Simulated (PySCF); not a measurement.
Species: C₄H₉NSi₂.
SMILES with atom numbers: `[CH:1]#[C:2][C@H:3]1[CH2:4][SiH2:5][NH:6][SiH2:7]1` (hydrogens: H8 on C1; H9 on C3; H10, H11 on C4; H12, H13 on Si5; H14 on N6; H15, H16 on Si7)

Method: PySCF, PBE0-D3(BJ)/def2-SVP geometry optimisation, gas phase; density fitting, grid level 1; the optimiser is geomeTRIC in internal coordinates, started from a GFN2-xTB structure with every atom displaced at random (about 0.01 Å).

Step 0: E = -21516.8155 eV
```
atom  x, y, z in Å  |  force x, y, z in eV/Å
C1      2.4047   -2.2344   -0.2623   -2.363   3.384   0.475
C2      1.7113   -1.2282   -0.1295    1.207  -1.591  -0.063
C3      0.8527   -0.0684    0.0078    1.337  -0.029   0.509
C4      0.0147    0.1321   -1.2270   -2.237  -0.206   0.485
Si5    -1.4416    1.2987   -0.7787    1.071  -0.425   0.845
N6     -1.4953    0.9021    0.9163   -0.362   0.051   0.508
Si7    -0.2472   -0.1341    1.5630   -0.614   0.816  -1.081
H8      2.9982   -3.0568   -0.3879    1.403  -1.979  -0.275
H9      1.5205    0.8170    0.1364   -0.246  -0.179   0.127
H10    -0.4304   -0.8421   -1.5056   -0.007   0.148  -0.099
H11     0.5706    0.4758   -2.0579    0.999   0.450  -1.258
H12    -2.7054    0.9845   -1.4120   -0.732  -0.146  -0.618
H13    -1.1272    2.7322   -0.9650    0.042   0.343  -0.269
H14    -2.2566    1.2272    1.5097    0.119  -0.026  -0.115
H15     0.3630    0.4597    2.7440    0.454   0.148   0.610
H16    -0.7511   -1.4676    1.8592   -0.072  -0.758   0.217
```

Q: Estimate the geometry and energy of step 1. (The exact step hangs on the optimiser's Hessian estimate; all steps are aligned on step 0, rigid shifts and turns removed.)

A: E = -21517.0615 eV, largest force 0.493 eV/Å
```
atom  x, y, z in Å  |  force x, y, z in eV/Å
C1      2.4282   -2.2356   -0.0953    0.117  -0.135  -0.460
C2      1.7293   -1.2436   -0.1619    0.051  -0.136   0.451
C3      0.8670   -0.0806   -0.0482    0.114  -0.041  -0.171
C4     -0.0496    0.1620   -1.2702   -0.028   0.188  -0.115
Si5    -1.4540    1.3248   -0.7347    0.037  -0.068   0.017
N6     -1.5202    0.9067    0.9593    0.057  -0.051  -0.063
Si7    -0.2461   -0.1478    1.5068   -0.021   0.072   0.007
H8      3.0659   -3.1040   -0.1967   -0.178   0.234   0.167
H9      1.5180    0.8018    0.0911   -0.050   0.073   0.040
H10    -0.5080   -0.7910   -1.5769   -0.027  -0.059  -0.024
H11     0.5261    0.5323   -2.1421   -0.121  -0.071   0.184
H12    -2.7428    1.0344   -1.4382    0.021   0.026  -0.044
H13    -1.1277    2.7692   -0.9623   -0.005   0.010  -0.030
H14    -2.2634    1.2239    1.5711   -0.005   0.024   0.007
H15     0.4540    0.3879    2.7133    0.032  -0.042   0.021
H16    -0.6958   -1.5429    1.7958    0.007  -0.024   0.012
```

The energy changes by -0.2460 eV. The first-order estimate −F·Δx gives -0.5954 eV and the mean of the old and new forces, exact on a quadratic surface, -0.2643 eV. The step makes an angle of 77° with the force vector and moves no atom by more than 0.208 Å.

What follows is the cost of the whole optimisation. Hardware: an Arm Neoverse V1 with one thread, on a shared host. Cost: 73 s wall, 0.63 GiB resident at most.
